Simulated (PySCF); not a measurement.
SnCl₃, SMILES [Cl][Sn-]([Cl])[Cl], charge -1. Heavy atoms are numbered as in [Sn-:1]([Cl:2])([Cl:3])[Cl:4].

Geometry optimised at B3LYP-D3(BJ)/def2-SVPD. The isomer is the one that the SMILES or the coordinates give; other isomers of the formula were not compared. The def2 effective core potentials stand for the cores of Sn; spin–orbit coupling is left out.

These are PBE/def2-TZVPD (PySCF) values and carry that method's errors.

Mulliken values depend strongly on the basis, most of all with diffuse functions as here. ESP charges are fitted to the potential on shells at 1.4 to 2.0 van der Waals radii. Atomic charges (e), one atom of each kind:

```json
[
 {"atom": "Sn1", "Mulliken": "0.59", "ESP fit": "[?]"},
 {"atom": "Cl2", "Mulliken": "-0.53", "ESP fit": "[?]"}
]
```

Problem. What belongs in the gaps? (Estimate from the structure and the level; the computed values follow.)

Solution. 
- Sn1, ESP fit: 0.16
- Cl2, ESP fit: -0.39
